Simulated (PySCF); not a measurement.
I2In, charge +2, quartet, at a GFN2-xTB geometry of the parent state (such geometries of metal compounds can be far from the true shape) (a state made from the parent by changing its charge; the spin is typed, not shown lowest) (core potentials on I, In); R2SCAN/def2-SVP (PySCF).

Input for PySCF:
```python
from pyscf import gto, scf, dft

mol = gto.Mole()
mol.atom = '''
    In    0.00000000    0.00000000    0.00000000
    I    -0.00000000   -0.00000000   -2.71854578
    I     0.00000000    0.00000000    2.71854578
'''
mol.basis = 'def2-svp'
mol.ecp = {'I': 'def2-svp', 'In': 'def2-svp'}
mol.charge = 2
mol.spin = 3
mol.verbose = 3
mol.build()

mf = dft.UKS(mol)
mf.xc = 'r2scan'
mf.kernel()
```

What the program printed (banner, timings and long lists left out):

```
converged SCF energy = -785.05779224281  <S^2> = 3.7593782  2S+1 = 4.0046863
```
